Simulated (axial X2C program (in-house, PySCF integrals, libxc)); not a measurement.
**Working with the constants of LiSr**

A bond curve at the PBE0 level, with spin–orbit coupling, was computed with an in-house all-electron X2C program for linear molecules (integrals from PySCF) (basis Sr dyall-cv3z [13s12p8d5f1g], Li dyall-cv3z [7s8p2d] (cores contracted in-house)) for the state Ω = 1/2 (⟨Sz⟩ = 0.50, ⟨Lz⟩ = 0.00 at PBE0). Its fit gives Re = 3.6020 Å, ωe = 178.8 cm⁻¹, ωexe = 2.25 cm⁻¹ and αe = 2.880e-03 cm⁻¹; the masses are 87.9056 and 7.0160 u. Two-component means X2C with spin–orbit coupling and atomic mean-field Coulomb and Gaunt terms.

**Question.** Find the reduced mass, Be and the force constant.

**Answer.** From the PBE0 values: μ = 6.4974 u. Be = 16.8576/(μ Re²) = 0.2 cm⁻¹. k = 5.8918×10⁻⁷ μ ωe² = 0.122 mdyn/Å.

**Question.** A Morse curve ties αe to the other constants (Pekeris). How well does that hold?

**Answer.** αe(Morse) = 6Be²/ωe × (√(ωexe/Be) − 1) = 3.159e-03 cm⁻¹; the PBE0 curve gives 2.880e-03 cm⁻¹, a ratio of 1.10.

**Question.** The dipole moment p changes by 0.34 D/Å at Re. What harmonic infrared intensity follows?

**Answer.** I = 42.256 × (dp/dR)²/μ = 0.75 km/mol.

**Question.** Estimate the centrifugal constant by the Kratzer relation.

**Answer.** D = 4Be³/ωe² = 1.00e-06 cm⁻¹.

**Question.** Where do the fundamental and the first overtone lie?

**Answer.** ν(1←0) = ωe − 2ωexe = 174.3 cm⁻¹; ν(2←0) = 2ωe − 6ωexe = 344.1 cm⁻¹.

The state is one determinant whose occupation by symmetry is held fixed; it was picked as the lowest of a PBE0 search that is not exhaustive. Density functionals use the spin component along the axis (collinear).
